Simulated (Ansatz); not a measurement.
FH6NOSi2 (`N[SiH](F)[SiH2]O`), relaxed with RKS PBE0-D4/def2-TZVP in Ansatz from a PBE-D4/def2-SVP geometry. The force threshold is 0.005 eV/Å; the program also tests the step.

Total charge 0; spin multiplicity 1.

Start:

```xyz
11

N     0.164   -1.408   -0.767
Si   -0.826    0.037   -0.727
F    -2.440   -0.256   -0.542
Si    0.180    1.152    1.085
O     1.757    0.554    0.952
H     0.122   -2.051    0.031
H     0.233   -1.945   -1.638
H    -0.650    0.670   -2.079
H     0.173    2.653    0.980
H    -0.460    0.779    2.400
H     1.747   -0.187    0.305
```

How much energy does the relaxation release, and in how many steps? (Estimate.)

The calculation gave: 2.83 kcal/mol, in 26 steps, 4 of them rejected.

Which bonds change most? (An estimate is asked.)

Ansatz gave: N1–Si2 from 1.752 to 1.709 Å; Si2–F3 from 1.651 to 1.610 Å; Si4–O5 from 1.692 to 1.656 Å; O5–H11 from 0.983 to 0.959 Å.

Give the relaxed structure. (Estimate.)

Ansatz gave: 
```xyz
11

N    -0.102   -1.587   -0.788
Si   -0.751   -0.006   -0.785
F    -2.355    0.050   -0.662
Si    0.208    1.092    1.053
O     1.856    1.030    0.904
H    -0.146   -2.170    0.033
H    -0.100   -2.146   -1.627
H    -0.418    0.569   -2.113
H    -0.156    2.527    1.138
H    -0.251    0.423    2.308
H     2.214    0.218    0.539
```
